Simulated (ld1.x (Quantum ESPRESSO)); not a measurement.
## Configuration tests for O (Z = 8) (TM)

ld1.x (Quantum ESPRESSO) 7.5 input, shortened:

```
&input
   title='O', zed=8., rel=0, dft='WC', iswitch=3,
   config='[He] 2s1.75 2p4.25'
 /
 &inputp
   pseudotype=2, tm=.true., lloc=0,
   nlcc=.true., rcore=0.90
 /
2
2P  2  1   4.25   0.00  0.95  0.95  0.0
2S  1  0   1.75   0.00  0.95  0.95  0.0
 &test
   configts(1)='2s1.75 2p4.25'
 /
```

Energies are relative to the spin-unpolarised reference configuration 2s1.75 2p4.25; without spin polarisation the order of configurations can differ from experiment.

| valence configuration | charge | ΔE all-electron (eV) | error AE − PS (meV) |
| --- | --- | --- | --- |
| 2s2 2p3 | +1 | 12.723 | +7.8 |
| 2s2 2p2 | +2 | 46.301 | +49 |
| 2s2 2p0 | +4 | 176.960 | +688 |
| 2s1 2p4 | +1 | 27.784 | +1.4 |
| 2s0 2p6 | 0 | 25.923 | +34 |

Task: What are ΔE and the potential's error for 2s2 2p4?

Result: ΔE = -3.694 eV all-electron; the error (AE − PS) is +0.7 meV.

Task: What are ΔE and the potential's error for 2s2 2p3.5?

Result: ΔE = 2.583 eV all-electron; the error (AE − PS) is +2.6 meV.

Levels in the configuration 2s0 2p6:

| level | all-electron (eV) | pseudo (eV) |
| --- | --- | --- |
| 2p | -9.817 | -9.821 |
